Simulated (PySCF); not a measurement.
C5H9O, doublet, geometry from GFN2-xTB; CAMB3LYP/STO-3G (PySCF).

Input for PySCF:
```python
from pyscf import gto, scf, dft

mol = gto.M(
    atom='''
C     2.016854    0.802895   -0.481403
C     1.334152   -0.300023    0.226241
C     0.180490   -0.097431    1.115508
C    -0.939426   -0.335024    0.096994
C    -1.419058    0.909177   -0.605214
O    -1.359941   -1.441688   -0.146713
H     3.099363    0.669193   -0.422027
H     1.771285    0.817851   -1.549824
H     1.763098    1.770671   -0.052713
H     1.587229   -1.310948   -0.045414
H     0.135131    0.907104    1.532129
H     0.122809   -0.853370    1.898730
H    -2.054785    0.638687   -1.444696
H    -0.584364    1.510253   -0.953438
H    -1.998303    1.506494    0.098202
''',
    basis='sto-3g',
    charge=0,
    spin=1,
    verbose=4,
    symmetry=True,
)

mf = dft.UKS(mol)
mf.xc = 'camb3lyp'
mf.kernel()
mf.analyze()
```

Question: Predict the main parts of the log of this PySCF run.

Answer: 
```
PySCF version 2.14.0

[INPUT] verbose = 4
[INPUT] num. atoms = 15
[INPUT] num. electrons = 47
[INPUT] charge = 0
[INPUT] spin (= nelec alpha-beta = 2S) = 1
[INPUT] symmetry True subgroup None
[INPUT] Mole.unit = angstrom
[INPUT] Symbol           X                Y                Z      unit          X                Y                Z       unit  Magmom
[...]
nuclear repulsion = 233.994975139737
point group symmetry = C1
symmetry origin: [0. 0. 0.]
symmetry axis x: [1. 0. 0.]
symmetry axis y: [0. 1. 0.]
symmetry axis z: [0. 0. 1.]
num. orbitals of irrep A = 39
number of shells = 27
number of NR pGTOs = 117
number of NR cGTOs = 39
basis = sto-3g
ecp = {}

******** <class 'pyscf.dft.uks.UKS'> ********
method = UKS
initial guess = minao
damping factor = 0
level_shift factor = 0
DIIS = <class 'pyscf.scf.diis.CDIIS'>
diis_start_cycle = 1
diis_space = 8
diis_damp = 0
SCF conv_tol = 1e-09
SCF conv_tol_grad = None
SCF max_cycles = 50
direct_scf = True
direct_scf_tol = 1e-13
number electrons alpha = 24  beta = 23
XC library pyscf.dft.libxc version 7.1.2
    S. Lehtola, C. Steigemann, M. J. T. Oliveira, and M. A. L. Marques,  SoftwareX 7, 1–5 (2018)
XC functionals = camb3lyp
    T. Yanai, D. P. Tew, and N. C. Handy,  Chem. Phys. Lett. 393, 51 (2004)
radial grids:
    Treutler-Ahlrichs [JCP 102, 346 (1995); DOI:10.1063/1.469408] (M4) radial grids

becke partition: Becke, JCP 88, 2547 (1988); DOI:10.1063/1.454033
pruning grids: <function nwchem_prune>
grids dens level: 3
symmetrized grids: True
atomic radii adjust function: <function treutler_atomic_radii_adjust>
small_rho_cutoff = 0
Set gradient conv threshold to 3.16228e-05
tot grids = 172944
init E= -268.340954839723

cycle= 1 E= -267.337713191215  delta_E=    1  |g|= 0.475  |ddm|=  3.4
cycle= 2 E= -267.010847787654  delta_E= 0.327  |g|= 0.981  |ddm|= 1.65
cycle= 3 E= -267.513978764216  delta_E= -0.503  |g|= 0.0679  |ddm|= 1.03
cycle= 4 E= -267.518147966721  delta_E= -0.00417  |g|= 0.0278  |ddm|= 0.136
cycle= 5 E= -267.519205214106  delta_E= -0.00106  |g|= 0.00653  |ddm|= 0.0697
cycle= 6 E= -267.519362137311  delta_E= -0.000157  |g|= 0.00174  |ddm|= 0.04
cycle= 7 E= -267.519370209986  delta_E= -8.07e-06  |g|= 0.00079  |ddm|= 0.00725
cycle= 8 E= -267.519372132439  delta_E= -1.92e-06  |g|= 0.00048  |ddm|= 0.00294
cycle= 9 E= -267.519373568219  delta_E= -1.44e-06  |g|= 0.000199  |ddm|= 0.00391
cycle= 10 E= -267.519373827436  delta_E= -2.59e-07  |g|= 5.57e-05  |ddm|= 0.00204
[...]
converged SCF energy = -267.519373841622  <S^2> = 0.7599476  2S+1 = 2.009923
Total Energy =                        -267.519373841621700
[...]
spin_pop of  3 C 2py       0.00021
spin_pop of  3 C 2pz       0.01375
spin_pop of  4 C 1s        0.00000
spin_pop of  4 C 2s        0.00038
spin_pop of  4 C 2px       0.00000
spin_pop of  4 C 2py       0.00212
spin_pop of  4 C 2pz       0.00107
spin_pop of  5 O 1s       -0.00000
spin_pop of  5 O 2s        0.00095
spin_pop of  5 O 2px      -0.00938
spin_pop of  5 O 2py      -0.00133
spin_pop of  5 O 2pz       0.09203
spin_pop of  6 H 1s        0.02865
spin_pop of  7 H 1s        0.04210
spin_pop of  8 H 1s        0.00335
spin_pop of  9 H 1s       -0.03185
spin_pop of  10 H 1s        0.00811
spin_pop of  11 H 1s        0.01812
spin_pop of  12 H 1s        0.00098
spin_pop of  13 H 1s       -0.00048
spin_pop of  14 H 1s       -0.00157
 ** Mulliken Spin Density (per atom)  **
spin density of  0 C =     -0.05681
spin density of  1 C =      0.94603
spin density of  2 C =     -0.04708
spin density of  3 C =      0.00458
spin density of  4 C =      0.00358
spin density of  5 O =      0.08227
spin density of  6 H =      0.02865
spin density of  7 H =      0.04210
spin density of  8 H =      0.00335
spin density of  9 H =     -0.03185
spin density of  10 H =      0.00811
spin density of  11 H =      0.01812
spin density of  12 H =      0.00098
spin density of  13 H =     -0.00048
spin density of  14 H =     -0.00157
 ** Mulliken pop alpha/beta on meta-lowdin orthogonal AOs **
 ** Mulliken pop       alpha | beta **
[...]
In total            24.00000 | 23.00000
 ** Mulliken atomic charges   ( Nelec_alpha | Nelec_beta ) **
charge of  0C =     -0.15116  (     3.04718      3.10399 )
charge of  1C =     -0.04025  (     3.49314      2.54711 )
charge of  2C =     -0.11717  (     3.03505      3.08213 )
charge of  3C =      0.13491  (     2.93483      2.93025 )
charge of  4C =     -0.18037  (     3.09198      3.08840 )
charge of  5O =     -0.13728  (     4.10977      4.02750 )
charge of  6H =      0.05605  (     0.48630      0.45765 )
charge of  7H =      0.05217  (     0.49497      0.45286 )
charge of  8H =      0.05099  (     0.47618      0.47283 )
charge of  9H =      0.04065  (     0.46375      0.49560 )
charge of  10H =      0.05279  (     0.47766      0.46955 )
charge of  11H =      0.05889  (     0.47962      0.46150 )
charge of  12H =      0.05960  (     0.47069      0.46971 )
charge of  13H =      0.05998  (     0.46977      0.47025 )
charge of  14H =      0.06021  (     0.46911      0.47068 )
Dipole moment(X, Y, Z, Debye):  0.67252,  1.65494,  0.12216
```
